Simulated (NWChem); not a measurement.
# AlH2OI; SMILES [AlH]([OH])[I]

Computed with NWChem. The geometry was optimised at PBE0/def2-SVP. No frequency run checked for a minimum. def2 effective core potentials on I; no spin-orbit coupling. One conformer.

Diagonal of the polarisability tensor at B3LYP/def2-SVPD, static: 64.74, 80.30, 55.76 bohr³.

**Question.** Find the mean polarisability volume, the molar refraction, and the refractive index that an ideal gas of it would have at 273.15 K and 1 atm.

**Answer.** 
1. Mean: one third of the trace = 66.93 bohr³ × 0.14818 Å³/bohr³ = 9.92 Å³.
2. Molar refraction (Lorentz-Lorenz): (4π/3) N_A α = 25.0 cm³/mol.
3. Number density p/kT = 2.687 × 10⁻⁵ Å⁻³; n − 1 = 2π N α = 16.74 × 10⁻⁴.
4. These hold the electronic response alone: vibrational and orientational terms add to the static dielectric constant.
